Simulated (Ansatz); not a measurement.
Reaction (hydrogenolysis of a C–Ge bond): `[SiH3]C#[C][GeH3]` + H₂ → `C#C[SiH3]` + GeH₄

Computed with Ansatz on PBE0-D4/def2-TZVP structures; ΔE is electronic, products minus reactants. CCSD(T)/CBS adds triple-zeta CCSD(T) − MP2 to the extrapolated MP2 energy (def2 sets, frozen cores). This one scheme is used for every species. Functionals use def2-TZVPP. B3LYP here is the variant with VWN-RPA as its local correlation; programs differ in this. For Ge outer-core shells are correlated without core-valence functions, which leaves a few kJ/mol of doubt a bond. Scalar relativity is left out up to krypton.

```json
{"level": "B97M-V", "ΔE (eV)": "-0.11"}
{"level": "B3LYP-D4", "ΔE (eV)": "-0.05"}
{"level": "CAM-B3LYP-D4", "ΔE (eV)": "-0.10"}
{"level": "B3LYP", "ΔE (eV)": "-0.13"}
{"level": "LC-ωPBE", "ΔE (eV)": "-0.11"}
{"level": "HF/def2-SVP", "ΔE (eV)": "-0.26"}
{"level": "HF/def2-TZVPP", "ΔE (eV)": "-0.20"}
{"level": "MP2/CBS(def2)", "ΔE (eV)": "0.08"}
```

Q: What does CCSD(T)/CBS give? (Best estimate.)

A: Ansatz gave: -0.01 eV. The listed levels differ from it by -0.10, -0.04, -0.09, -0.12, -0.10, -0.25, -0.19, 0.09 eV.

Largest T1 diagnostic among the species: 0.013.

Leaving LDA and LC-ωPBE aside and taking each functional with its dispersion term where it has one, the values, not all of them listed here, spread over 0.13 eV, from B97M-V to revPBE-D4. At CCSD(T), def2-SVP lies −0.11 eV from the extrapolated value and def2-TZVPP +0.01 eV. The D4 term adds +0.08 eV with B3LYP and +0.04 eV with PBE0; it sums over pairs of atoms, weighted by their polarisabilities, and B3LYP, whose exchange is more repulsive, gets the larger term.
